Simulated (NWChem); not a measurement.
System meant: SiHI3; SMILES I[SiH](I)I

The following NWChem deck was run.

```
start job
memory heap 200 mb stack 900 mb global 1100 mb
geometry units angstroms noautoz
  Si     0.000000     0.000000     0.689265
  I      2.207349     0.767917    -0.075553
  I     -0.438639    -2.295579    -0.075553
  I     -1.768710     1.527662    -0.075553
  H      0.000000     0.000000     2.186170
end
basis spherical
  * library def2-svp
end
dft
  xc pbe0
  iterations 150
  mulliken
end
task dft energy
```

End of the output:

```
             Grid Information
             ----------------
          Grid used for XC integration:  medium
          Radial quadrature: Mura-Knowles
          Angular quadrature: Lebedev.
          Tag              B.-S. Rad. Rad. Pts. Rad. Cut. Ang. Pts.
          ---              ---------- --------- --------- ---------
          Si                  1.10       88           9.0       590
          I                   1.40      123          11.0       590
          H                   0.35       45          10.0       434
          Grid pruning is: on
          Number of quadrature shells:   256
          Spatial weights used:  Erf1

          Convergence Information
          -----------------------
          Convergence aids based upon iterative change in
          total energy or number of iterations.
          Levelshifting, if invoked, occurs when the
          HOMO/LUMO gap drops below (HL_TOL):  1.00D-02
          DIIS, if invoked, will attempt to extrapolate
          using up to (NFOCK): 10 stored Fock matrices.

                    Damping( 0%)  Levelshifting(0.5)       DIIS
                  --------------- ------------------- ---------------
          dE  on:    start            ASAP                start
          dE off:    2 iters        150 iters           150 iters

      Screening Tolerance Information
      -------------------------------
          Density screening/tol_rho:  1.00D-10
          AO Gaussian exp screening on grid/accAOfunc:  14
          CD Gaussian exp screening on grid/accCDfunc:  20
          XC Gaussian exp screening on grid/accXCfunc:  20
          Schwarz screening/accCoul:  1.00D-08

      Superposition of Atomic Density Guess
      -------------------------------------

      charge =      53.0 I (Iodine)

      symmetry species            s     p     d     f
      number of basis functions =10     7     6
      number of cont. functions = 4     4     2
      number of closed shells   = 5     3     2
      number of open shells     = 0     1     0
      open shell occupation     = 0     5     0
 ------------------------------------------------------------------------
 atomscf:atomd: error in atom scf                   0
 ------------------------------------------------------------------------
 ------------------------------------------------------------------------
  current input line :
    18: task dft energy
 ------------------------------------------------------------------------
 ------------------------------------------------------------------------
 This error has not yet been assigned to a category
 ------------------------------------------------------------------------
 For more information see the NWChem manual at https://nwchemgit.github.io

0:atomscf:atomd: error in atom scf:Received an Error in Communication
```

**Question.** Can this run be used? If not, why, and what is the fix?

**Answer.** The run crashed. Cause: the def2 basis of a heavy element holds valence functions alone and wants its effective core potential (without it all electrons must fit into that basis). This input runs:
```
start job
memory heap 200 mb stack 900 mb global 1100 mb
geometry units angstroms noautoz
  Si     0.000000     0.000000     0.689265
  I      2.207349     0.767917    -0.075553
  I     -0.438639    -2.295579    -0.075553
  I     -1.768710     1.527662    -0.075553
  H      0.000000     0.000000     2.186170
end
basis spherical
  Si library def2-svp
  I library def2-svp
  H library def2-svp
end
ecp
  I library def2-ecp
end
dft
  xc pbe0
  iterations 150
  mulliken
end
task dft energy
```
It converges to -1183.13709 Ha (PBE0/def2-SVP with def2 effective core potentials on I).
